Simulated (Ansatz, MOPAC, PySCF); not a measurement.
C₃H₅Cl₃Sn, SMILES `[CH2](C=C)[Sn]([Cl])([Cl])[Cl]` (C–C–C–Sn torsion 99°), neutral singlet in the gas phase. In the def2 sets core potentials replace the inner electrons of Sn.

Cartesian coordinates (Å):
SMILES: [Cl][Sn]([CH2]C=C)([Cl])[Cl]
```xyz
12

C      2.0890    -0.2684    -0.1891
C      0.9075    -0.8631     0.0017
C     -0.3321    -0.5347    -0.7476
Sn    -1.5462     0.7779     0.4573
Cl    -0.5519     2.8877     0.5944
Cl    -3.7158     1.0806    -0.3634
Cl    -1.7382    -0.0396     2.6392
H      2.9610    -0.5418     0.4091
H      2.2254     0.5103    -0.9464
H      0.8118    -1.6239     0.7851
H     -0.1452     0.0227    -1.6772
H     -0.9653    -1.4077    -0.9632
```
Charge 0, multiplicity 1.

All levels are single points at this geometry (PBE0-D3(BJ)/def2-SVP); Pople sets use spherical d functions. Orbital energies aren't observables, and empty levels follow the basis.

PM6 in MOPAC gives HOMO (eV) = -10.33.

Task: Estimate the HOMO (eV) from each of these levels: B3LYP-D3(BJ)/def2-TZVP in Ansatz (a program for electronic structure); B3LYP/6-31G* (LANL2DZ on Sn) in PySCF; HF/6-31G* (LANL2DZ on Sn) in PySCF; AM1 in MOPAC; PM7 in MOPAC.

Result: 
| level | HOMO (eV) |
|---|---|
| B3LYP-D3(BJ)/def2-TZVP in Ansatz | -7.55 |
| B3LYP/6-31G* (LANL2DZ on Sn) in PySCF | -7.46 |
| HF/6-31G* (LANL2DZ on Sn) in PySCF | -10.07 |
| AM1 in MOPAC | -9.81 |
| PM7 in MOPAC | -10.17 |
